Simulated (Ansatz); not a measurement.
Cost and result up the ladder for Si₃Te (4 atoms). The state is a singlet with charge 0. Geometry: PBE-D4/def2-SVP.

```csv
atom,x (Å),y (Å),z (Å)
Si1,1.527,-0.013,-0.738
Si2,-1.587,0.423,-0.423
Si3,-0.211,-1.438,-0.096
Te4,0.271,1.028,1.258
```

Ansatz on 4 threads of Arm Neoverse V1 on a shared host. Times are rough, and most runs start from the orbitals of an earlier one. No level here is sound enough to serve as a yardstick. Binding counts from free atoms at the same level (Si triplet, Te triplet; other spins of the atoms weren't run), without zero-point energy or a counterpoise term.

In the def2 sets Te takes a core potential; there is no spin–orbit coupling. Correlated methods freeze 19 core orbitals; core or outer-core shells of Te are correlated, in sets that lack core-valence functions. Another isomer (singlet) lies 0.02 eV lower at PBE0-D4/def2-TZVP; other spin states weren't run for this one.

Run but left out: BHLYP-D4/def2-TZVP (restricted singlet, unstable in another Hartree–Fock run and untested here).

Correlated methods converge slowly with the basis.

```json
{"level": "PBE-D4/def2-TZVP (with forces)", "functions": "161", "wall time": "1.9 s", "binding energy per atom (eV)": "3.05", "remarks": "restricted SCF unstable in HF"}
{"level": "PBE0-D4/def2-TZVP", "functions": "161", "wall time": "2.8 s", "binding energy per atom (eV)": "2.89", "remarks": "restricted SCF unstable in HF"}
{"level": "r2SCAN-D4/def2-TZVP", "functions": "161", "wall time": "3.9 s", "binding energy per atom (eV)": "2.88", "remarks": "restricted SCF unstable in HF"}
{"level": "ωB97M-V/def2-TZVP", "functions": "161", "wall time": "8.5 s", "binding energy per atom (eV)": "2.78", "remarks": "restricted SCF unstable in HF"}
{"level": "CCSD(T)/def2-TZVPP", "functions": "176", "wall time": "35 s", "binding energy per atom (eV)": "2.68", "remarks": "large T1 (0.029), restricted SCF unstable"}
```
